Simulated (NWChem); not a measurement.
Species: CuF; SMILES [F][Cu]

```xyz
2

Cu     0.0000     0.0000    -0.4237
F      0.0000     0.0000     1.3263
```
Atoms are numbered in this order, from 1.

Results from NWChem. All runs use the structure optimised with PBE0/def2-SVP. Ions are spin-unrestricted doublets at the neutral geometry; other ion states weren't tried.

### Question
Predict the results for PBE0/def2-SVP. Quantities: vertical ionisation energy, ΔSCF (eV); −ε(HOMO) (eV).

### Answer
- vertical ionisation energy, ΔSCF (eV): 10.05
- −ε(HOMO) (eV): 6.66
